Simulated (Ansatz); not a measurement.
Spectroscopic constants of AlCo, multiplicity 5 (not the ground state: that is measured with 2S+1 = 3). No spin–orbit coupling. Co is treated without relativity.

The constants come from a fifth-degree fit in 1/R (seven points, main isotopes). Runs in def2 and cc sets follow the lowest solution found near the PBE0 minimum.

The values were computed with Ansatz (Gaussian orbitals). 

Task: What bond length and harmonic frequency does PBE/def2-TZVPP give?

Result: r_e = 2.329 Å, ω_e = 299 cm⁻¹.

Task: What bond length and harmonic frequency does PBE0/def2-TZVPP give?

Result: r_e = 2.373 Å, ω_e = 273 cm⁻¹.

Task: What bond length and harmonic frequency does wB97X-V/def2-TZVPP give?

Result: r_e = 2.387 Å, ω_e = 265 cm⁻¹.

Ansatz is an electronic-structure program.
